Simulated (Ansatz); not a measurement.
The cluster Au₂O₂⁻. Charge -1, multiplicity 2. Geometry PBE-D4/def2-TZVPD.

| atom | x (Å) | y (Å) | z (Å) |
| --- | --- | --- | --- |
| Au1 | -2.282 | -2.136 | -0.429 |
| Au2 | -0.468 | -0.320 | -0.253 |
| O3 | 0.989 | 1.191 | -0.189 |
| O4 | 1.762 | 1.265 | 0.870 |

In the def2 sets Au takes a core potential; there is no spin–orbit coupling. LC-ωPBE has ω = 0.4 bohr⁻¹. The structure holds one bond between oxygen atoms, so isomers without such links may lie far lower. The structure comes from a short search, and lower isomers may exist.

Question: Estimate the α-spin orbital energies around the gap (eV) in Ansatz with PBE-D4/def2-TZVPD, r2SCAN-D4/def2-TZVPD, PBE0-D4/def2-SVPD, PBE0-D4/def2-TZVPD, LC-ωPBE/def2-TZVPD.

Answer: 
```tsv
orbital	PBE-D4/def2-TZVPD	r2SCAN-D4/def2-TZVPD	PBE0-D4/def2-SVPD	PBE0-D4/def2-TZVPD	LC-ωPBE/def2-TZVPD
HOMO−9	-2.37	-2.64	-3.91	-3.92	-6.62
HOMO−8	-2.37	-2.64	-3.91	-3.91	-6.61
HOMO−7	-2.02	-2.23	-3.51	-3.53	-6.23
HOMO−6	-1.94	-2.20	-3.48	-3.51	-6.22
HOMO−5	-1.90	-2.17	-3.46	-3.48	-6.12
HOMO−4	-1.89	-2.16	-3.21	-3.21	-5.80
HOMO−3	-1.71	-1.93	-3.18	-3.18	-5.76
HOMO−2	-1.64	-1.86	-2.64	-2.65	-4.91
HOMO−1	-0.94	-1.31	-2.48	-2.45	-4.90
HOMO	-0.51	-0.75	-1.62	-1.59	-3.92
LUMO	1.35	1.52	2.12	2.03	3.74
LUMO+1	2.85	3.14	3.63	3.38	4.84
LUMO+2	2.91	3.18	3.67	3.43	4.90
LUMO+3	3.82	4.44	5.11	4.42	5.60
LUMO+4	4.08	4.56	5.23	4.70	6.03
LUMO+5	4.52	4.98	5.54	5.12	6.65
β HOMO	-0.21	-0.31	-1.19	-1.17	-3.58
β LUMO	0.63	1.11	2.16	2.07	3.75
```
